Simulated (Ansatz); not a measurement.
Start from `C[O][In]([OH])[Br]` and change one element to get `C[O][Ga]([OH])[Br]`.

Ansatz, PBE0-D4/def2-TZVP geometries, multiplicity 1. Each molecule was computed in one conformer, which needn't be the lowest.

Elements past krypton have def2 core potentials. Scalar relativity is left out up to krypton.

```
                             property  `C[O][In]([OH])[Br]`
HOMO energy (ωB97M-V/def2-TZVPP) / eV                -10.33
LUMO energy (ωB97M-V/def2-TZVPP) / eV                 -0.34
  HOMO–LUMO gap (PBE/def2-TZVPP) / eV                  3.29
  LUMO energy (B3LYP/def2-TZVPP) / eV                 -2.56
  HOMO energy (B3LYP/def2-TZVPP) / eV                 -7.70
   HOMO energy (PBE0/def2-TZVPP) / eV                 -7.93
```

**Question.** Give the same properties after the change, and the shifts. (Best estimate.)

**Answer.** Computed: 
```tsv
property	`C[O][Ga]([OH])[Br]`	shift
HOMO energy (ωB97M-V/def2-TZVPP) / eV	-10.65	-0.32
LUMO energy (ωB97M-V/def2-TZVPP) / eV	0.64	0.98
HOMO–LUMO gap (PBE/def2-TZVPP) / eV	4.54	1.25
LUMO energy (B3LYP/def2-TZVPP) / eV	-1.57	0.99
HOMO energy (B3LYP/def2-TZVPP) / eV	-8.01	-0.31
HOMO energy (PBE0/def2-TZVPP) / eV	-8.25	-0.32
```

With PBE0 the HOMO falls by 0.32 eV and the LUMO rises by 1.02 eV, so the gap widens by about 1.34 eV. PBE moves the HOMO by -0.29 eV and ωB97M-V by -0.32 eV.

B3LYP here is the variant with VWN-RPA as its local correlation; programs differ in this.

Spin–orbit coupling is left out; it splits and shifts lone-pair levels of the heavy atoms by tenths of an eV.
